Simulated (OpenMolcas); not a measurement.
# Re I: effect of the IPEA shift

```json
{
  "Program": "OpenMolcas 26.06",
  "Basis": "ANO-RCC-VQZP [9s8p6d4f3g2h]",
  "Scalar Hamiltonian": "DKH2, point nucleus",
  "Active space": "5 electrons in 5 orbitals (5d)",
  "State averaging": "2S+1 = 6 even, 1 root; 2S+1 = 4 even, 24 roots; 2S+1 = 2 even, 75 roots (67 in the spin-orbit step)",
  "Spin-orbit coupling": "state interaction with AMFI integrals over the reference wave functions, term energies averaged over their components"
}
```

Methods on the same reference wave functions:
A. CASSCF
B. MS-CASPT2, IPEA 0.25 Eh, imaginary shift 0.1 Eh (closed shells correlated: 5s 5p 6s)
C. MS-CASPT2, IPEA 0.5 Eh, imaginary shift 0.1 Eh (closed shells correlated: 5s 5p 6s)

Energies in cm⁻¹ above 5d⁵ 6s² ⁶S_5/2, the measured ground level; measured values from NIST Handbook of Basic Atomic Spectroscopic Data.

```csv
Level,A,B,C,Measured
5d⁵ 6s² ⁶S_5/2,0.0,0.0,0.0,0.0
5d⁵ 6s² ⁴G_7/2 [66 %],21159,16650,16890,15058
5d⁵ 6s² ⁴G_11/2,21589,17550,17690,16307
5d⁵ 6s² ⁴G_9/2,22060,17990,18130,16619
5d⁵ 6s² ⁴P_1/2 [57 %],24527,18810,19250,
5d⁵ 6s² ⁴D_7/2 [71 %],26623,20380,20770,
5d⁵ 6s² ⁴D_1/2 [60 %],29192,22950,23410,
5d⁵ 6s² ²I_11/2,30275,25680,25860,
5d⁵ 6s² ²I_13/2,32258,27830,27970,
5d⁵ 6s² ²H_9/2 [51 %],38338,31960,32370,
5d⁵ 6s² ²F_5/2(2) [55 %],42012,33760,34470,
5d⁵ 6s² ²H_11/2 [74 %],42648,37120,37480,
5d⁵ 6s² ²S_1/2,47795,38180,39540,
5d⁵ 6s² ²D_3/2(2),52472,42430,43500,
```

Deviations, from unrounded energies. A percentage is the sum of absolute deviations over the sum of measured energies, with the sign that they share, or ± where signs differ.

```json
{"Against measurement": "mean absolute deviation (cm-1)", "Levels": "3", "A": "5600", "B": "1400", "C": "1600"}
{"Against measurement": "other terms of the ground configuration (%)", "Levels": "3", "A": "+35.1", "B": "+8.8", "C": "+9.9"}
```

B lies closest to measurement on these levels and A furthest from it. The largest miss of B in the table is 5d⁵ 6s² ⁴G_7/2 [66 %], by +1600 cm-1. The ranking rests on the paired levels alone, and a cruder setting can come out closer through cancelling errors.

Between B and C the level of the table that moves most is 5d⁵ 6s² ²S_1/2, by 1400 cm-1 (lowest in B, highest in C). Moves below CASPT2's spread within the term are not significant.

The mean deviations of B to C differ by less than CASPT2's widest spread within a term (1800 cm-1), so their order carries little weight.

From A to B the spin-free energies of the other terms of 5d⁵ 6s² shown, above ⁶S, scale by factors of 0.73 to 0.84, as is usual when dynamic correlation screens the repulsion within a d or f shell.

The lowest spin-free term lies below A's lowest term by 0.448 hartree in B, 0.431 hartree in C.

CASPT2 does not keep the components of a term degenerate, so their means are used; among the terms shown or strongly mixed into the levels shown the widest spread is 1800 cm-1 (5d⁵ 6s² ²F(2), C). Some high roots are left out of the spin-orbit mixing, which shifts the levels that they would mix with. With the s shell closed, the reference lacks s² → p², s² → d² and s → d mixing, so excited terms can stand far too high and out of order, with CASPT2 too. Without dynamic correlation excited terms often stand tens of per cent too high (terms of higher spin than the ground term too low), and those without a measured partner can miss by more than the paired ones (holds for A). The CASPT2 spread within a term exceeds the gap to the next term for 5d⁵ 6s² ⁴D and 5d⁵ 6s² ⁴P, 5d⁵ 6s² ⁴F and 5d⁵ 6s² ²F(1), 5d⁵ 6s² ²H and 5d⁵ 6s² ²F(2), so the order of their levels is uncertain, and so are names and mixing where such terms share a J (holds for B; C). Computed and measured levels are paired by configuration, term and J; levels that our copy of the source lacks, or whose pairing is in doubt (as where it misses far off the trend of its configuration), stay unpaired and out of the deviations. Only configurations of the active space appear. The table leaves out levels that lie high or whose names do not pair safely across all columns.

A share in square brackets marks a mixed level and gives the weight of the term that names it, the lowest over the columns. A number in round brackets counts repeated terms of one configuration in the order of the reference energies.
